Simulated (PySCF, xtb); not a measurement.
F4Sn, SMILES [F][Sn-]([F])([F])[F] (connectivity only; charge and spin as stated), charge -1, multiplicity 2.

Harmonic wavenumbers (cm⁻¹) from GFN2-xTB (xtb) at its own minimum, in rising order: 77, 78, 83, 83, 83, 245, 245, 245, 266.

**Question.** What does PBE-D3(BJ)/def2-SVPD in PySCF give at its own minimum? (An estimate is asked for; the answer gives what the named calculation found.)

**Answer.** 26, 26, 26, 99, 99, 436, 440, 440, 440. Paired by order, the mean absolute difference is 105 cm⁻¹ and the zero-point energies are 2.0 and 2.9 kcal/mol.
